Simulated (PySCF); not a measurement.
**Correlation energy of Zr (zirconium, neutral)**

[Kr] 4d2 5s2, high-spin 3F determinant. All numbers are calculated (PySCF 2.14, a scalar-relativistic core potential, in def2-TZVPPD with the def2 core potential (28 electrons) (6s4p3d2f1g, 56 functions)). Frozen: 4s2 4p6; 4 electrons correlated.

```
  level  correlation energy (mhartree)
   CCSD                         -57.08
    (T)                          -2.94
CCSD(T)                         -60.02
```

Diagnostics: T1 = 0.028, D1 = 0.0682, largest double amplitude 0.090.

Cost of the coupled-cluster step: roughly 4 core-seconds, for 4 correlated electrons.

Iterations:

```
CC2 = 0
CCSD nocc = (np.int64(3), np.int64(1)), nmo = (52, 52)
frozen orbitals [[0, 1, 2, 3], [0, 1, 2, 3]]
max_cycle = 100
direct = 0
conv_tol = 1e-08
conv_tol_normt = 1e-06
diis_space = 8
diis_start_cycle = 0
Init t2, MP2 energy = -0.0446987330139916
Init E_corr(UCCSD) = -0.0446987330144722
cycle = 1  E_corr(UCCSD) = -0.0517964289867168  dE = -0.00709769597  norm(t1,t2) = 0.0683077
cycle = 2  E_corr(UCCSD) = -0.0545033957090129  dE = -0.00270696672  norm(t1,t2) = 0.0330042
cycle = 3  E_corr(UCCSD) = -0.0568841360843548  dE = -0.00238074038  norm(t1,t2) = 0.0184276
cycle = 4  E_corr(UCCSD) = -0.0569654264552685  dE = -8.12903709e-05  norm(t1,t2) = 0.00490032
cycle = 5  E_corr(UCCSD) = -0.057051640448977  dE = -8.62139937e-05  norm(t1,t2) = 0.00257461
cycle = 6  E_corr(UCCSD) = -0.0570809387565907  dE = -2.92983076e-05  norm(t1,t2) = 0.00116995
cycle = 7  E_corr(UCCSD) = -0.0570724664444609  dE = 8.47231213e-06  norm(t1,t2) = 0.000414948
cycle = 8  E_corr(UCCSD) = -0.0570792124308216  dE = -6.74598636e-06  norm(t1,t2) = 0.000104354
cycle = 9  E_corr(UCCSD) = -0.0570753542445633  dE = 3.85818626e-06  norm(t1,t2) = 4.16441e-05
cycle = 10  E_corr(UCCSD) = -0.0570768316993824  dE = -1.47745482e-06  norm(t1,t2) = 1.82912e-05
cycle = 11  E_corr(UCCSD) = -0.0570767394564971  dE = 9.22428853e-08  norm(t1,t2) = 6.2769e-06
cycle = 12  E_corr(UCCSD) = -0.0570766563624043  dE = 8.30940928e-08  norm(t1,t2) = 2.43147e-06
cycle = 13  E_corr(UCCSD) = -0.0570766670841158  dE = -1.07217115e-08  norm(t1,t2) = 6.37746e-07
cycle = 14  E_corr(UCCSD) = -0.0570766693447498  dE = -2.26063398e-09  norm(t1,t2) = 1.49349e-07
UCCSD converged
E(UCCSD) = -46.50162609748321  E_corr = -0.05707666934474982
UCCSD(T) correction = -0.00294257307384921
```
